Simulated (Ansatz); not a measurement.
This geometry of CH$_{10}$N$_{2}$SiSn (15 atoms, charge 0, multiplicity 1) is a first-order saddle point.

Level of theory: RKS LDA/def2-SVP in Ansatz 0.2.0.

```xyz
15
Properties=species:S:1:pos:R:3
N 1.885 -0.007 -0.135
C 0.965 -0.648 0.724
N 0.463 0.063 1.870
Sn -0.819 -1.232 -0.399
Si -1.674 1.063 -1.120
H 1.592 0.778 -0.720
H 2.864 -0.286 -0.184
H 1.424 -1.601 1.072
H -0.074 0.895 1.582
H 1.243 0.405 2.457
H -0.378 -2.133 -1.802
H -2.046 -2.087 0.457
H -0.557 1.814 -1.809
H -2.854 1.045 -2.056
H -2.057 1.880 0.092
```

Q: Which two structures does it join? (They come from a converged band through this point; their orientation in space is the band's.)

A: No bond is made or broken. The height of N1 over the plane of its neighbours goes from 0.35 to -0.34 Å.

Image 0:

```xyz
15
Properties=species:S:1:pos:R:3
N 1.880 -0.110 -0.250
C 0.960 -0.700 0.679
N 0.510 0.029 1.828
Sn -0.815 -1.227 -0.457
Si -1.671 1.072 -1.161
H 1.518 0.769 -0.648
H 2.802 0.085 0.170
H 1.394 -1.665 1.029
H 0.057 0.918 1.570
H 1.271 0.239 2.493
H -0.457 -2.180 -1.844
H -1.998 -2.031 0.501
H -0.616 1.781 -1.978
H -2.943 1.045 -1.967
H -1.915 1.923 0.064
```

Image 6:

```xyz
15
Properties=species:S:1:pos:R:3
N 1.994 0.021 -0.001
C 0.986 -0.635 0.778
N 0.459 0.142 1.851
Sn -0.777 -1.234 -0.398
Si -1.662 1.068 -1.067
H 1.616 0.783 -0.584
H 2.526 -0.621 -0.603
H 1.428 -1.574 1.182
H -0.112 0.932 1.515
H 1.229 0.541 2.415
H -0.260 -2.048 -1.832
H -2.006 -2.176 0.359
H -0.532 1.865 -1.679
H -2.798 1.050 -2.056
H -2.116 1.836 0.153
```

Q: How far does it lie above each of them?

A: 2.1 kcal/mol above the first and 2.4 kcal/mol above the second. This is the barrier of this one path; another mechanism may lie lower.

Time of the run: 110 s on 2 threads of Arm Neoverse V2 (shared host), peak memory 0.18 GiB.
